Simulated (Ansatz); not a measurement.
System: C₂HClF₂, charge 0, multiplicity 1. SMILES: FC(F)=CCl
Coordinates optimised at B3LYP-D3(BJ)/def2-TZVP (Ansatz, a first-principles code):
```xyz
6

C      0.4934    -0.5969     0.0116
C     -0.7993    -0.3316     0.0744
F     -1.7238    -1.2674     0.2000
F     -1.3440     0.8633     0.0232
Cl     1.6824     0.6366    -0.1521
H      0.8441    -1.6141     0.0623
```
Charge 0, spin multiplicity 1.

Wanted: vertical ionisation energy to the doublet, in eV. Terms: no dispersion term unless named; six Cartesian d functions in 6-31G* and its kin unless marked 5d; spin-orbit terms left out; each state is the SCF solution reached for its charge and spin; UHF or UKS for open shells; frozen cores in correlated levels; 6-311+G** with 5d, 6d on Na to Ar in Ansatz; non-relativistic. Basis-set limits of correlation are two-point, X^-3; Hartree-Fock from the larger set. [CCSD(T)-MP2]/basis is that difference in the basis named. Ab initio and DFT rows: single points at B3LYP-D3(BJ) geometries (Ansatz).

Coupled cluster (Ansatz) is a level with limits of its own, used here on species with T1 under 0.025 (0.045 for open shells) and stable references: RI-MP2/CBS(aug-cc-pV(T+d)Z,aug-cc-pV(Q+d)Z)+[CCSD(T)-MP2]/aug-cc-pV(T+d)Z.

Value to compare with, RI-MP2/CBS(aug-cc-pV(T+d)Z,aug-cc-pV(Q+d)Z)+[CCSD(T)-MP2]/aug-cc-pV(T+d)Z (Ansatz): 10.27 eV.

| level | program | vertical ionisation energy to the doublet (eV) | difference |
|---|---|---|---|
| B3LYP/STO-3G | Ansatz | 7.77 | -2.50 |
| B3LYP/3-21G | Ansatz | 9.87 | -0.40 |
| B3LYP/6-31G* | Ansatz | 9.71 | -0.56 |
| B3LYP/6-311+G** | Ansatz | 10.04 | -0.23 |
| B3LYP/def2-TZVPD | Ansatz | 9.93 | -0.34 |

Among the 4 habitual levels, B3LYP/STO-3G lies farthest from RI-MP2/CBS(aug-cc-pV(T+d)Z,aug-cc-pV(Q+d)Z)+[CCSD(T)-MP2]/aug-cc-pV(T+d)Z (Ansatz) (-2.50 eV) and B3LYP/6-311+G** nearest (-0.23); 0 of 4 lie above it, and their mean absolute difference is 0.92 eV, the median 0.48. One case shows no general order.

The sets are all those run for this method; left out are runs that failed, that the program found above a lower state of the same kind, or whose <S^2> lies over 0.5 above the pure value.
